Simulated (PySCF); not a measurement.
BH5N, SMILES B[NH3+], charge +1.

Coordinates come from a ωB97X-D3(BJ)/def2-TZVP optimisation. The isomer is the one that the SMILES or the coordinates give; other isomers of the formula were not compared.

The numbers are results of PBE0/def2-TZVPD in PySCF, not measurements.

Symmetry labels are those of the subgroup Cs that the program uses (full group Cs).

Computed valence orbital energies around the gap with their symmetry:
```tsv
orbital	symmetry	energy (eV)
HOMO−7	A'	-400.56
HOMO−6	A'	-192.27
HOMO−5	A'	-33.65
HOMO−4	A"	-22.29
HOMO−3	A'	-22.20
HOMO−2	A'	-22.01
HOMO−1	A'	-17.84
HOMO	A"	-16.22
LUMO	A'	-7.84
LUMO+1	A'	-5.54
LUMO+2	A'	-3.70
LUMO+3	A"	-3.63
```
